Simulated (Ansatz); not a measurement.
`[OH][Al]([F])[Br]` + HCl → `[OH][Al]([Cl])[Br]` + H–F at 400 K and 1 bar (ligand exchange at the Al–F bond).

Gas-phase electronic energies from Ansatz, PBE0-D4/def2-TZVP geometries. CCSD(T)/CBS is the MP2 limit (def2-TZVPP, def2-QZVPP) plus CCSD(T) − MP2 in def2-TZVPP, frozen cores. This one scheme is used for every species. For Br outer-core shells are correlated without core-valence functions, which leaves a few kJ/mol of doubt a bond. Scalar relativity is left out up to krypton. Each species was taken in one conformer, which may not be the lowest.

```json
{"species": "`[OH][Al]([F])[Br]`", "CCSD(T)/CBS energy (Eh)": "-2991.11301", "H − E (kJ/mol)": "71.3", "S (J/(mol·K))": "346.9"}
{"species": "HCl", "CCSD(T)/CBS energy (Eh)": "-460.38127", "H − E (kJ/mol)": "29.6", "S (J/(mol·K))": "195.4"}
{"species": "`[OH][Al]([Cl])[Br]`", "CCSD(T)/CBS energy (Eh)": "-3351.09145", "H − E (kJ/mol)": "69.8", "S (J/(mol·K))": "359.6"}
{"species": "H–F", "CCSD(T)/CBS energy (Eh)": "-100.39570", "H − E (kJ/mol)": "36.5", "S (J/(mol·K))": "182.2"}
```

H − E and S are ideal-gas, rigid-rotor, harmonic terms from PBE0-D4/def2-TZVP, for one conformer and one mirror image of each species. 1 Eh = 2625.50 kJ/mol, R = 8.31446 J/(mol·K).

Problem. By hand: ΔE, ΔH, ΔS and ΔG.

Solution. ΔE = (-3351.09145) + (-100.39570) − (-2991.11301) − (-460.38127) = 0.00713 Eh = 18.7 kJ/mol. Δ(H − E) = 69.8 + 36.5 − 71.3 − 29.6 = 5.4, so ΔH = 24.1 kJ/mol. ΔS = 359.6 + 182.2 − 346.9 − 195.4 = -0.5 J/(mol·K). ΔG = 24.1 − 400 × (-0.5)/1000 = 24.3 kJ/mol.

Problem. By hand: the equilibrium constant, and the temperature at which ΔG would vanish if ΔH and ΔS stayed fixed.

Solution. log₁₀ K = −ΔG/(RT ln 10) = -3.2. ΔH and −TΔS have one sign here, so there is no such temperature.

The number of gas molecules stays the same, so ΔS is small and ΔH decides. A doubt of 5 kJ/mol in ΔE shifts log₁₀ K by 0.7 here. Other conformers and mirror images would add mixing entropy, several J/(mol·K) or more a flexible species. These are equilibria of isolated gas molecules and say nothing of rates. Largest T1 diagnostic: 0.010 (customary marks: 0.02 for closed shells, 0.045 for open ones).

ΔS is within the doubt of such terms, so its sign, and with it that verdict, could turn.
